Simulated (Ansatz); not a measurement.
Problem. Name a neutral molecule of C, S, Si and H with vertical ionisation energy (CCSD(T)/CBS(def2)) between 8.60 and 8.90 eV and LUMO energy (PBE0/def2-TZVPP) between -0.80 and -0.50 eV (Ansatz, PBE0-D4/def2-TZVP geometry).

Solution. `C[SiH2]SSC` (8.89 eV, -0.70 eV). Other molecules can fit too; these were computed, each in one conformer that needn't be the lowest.
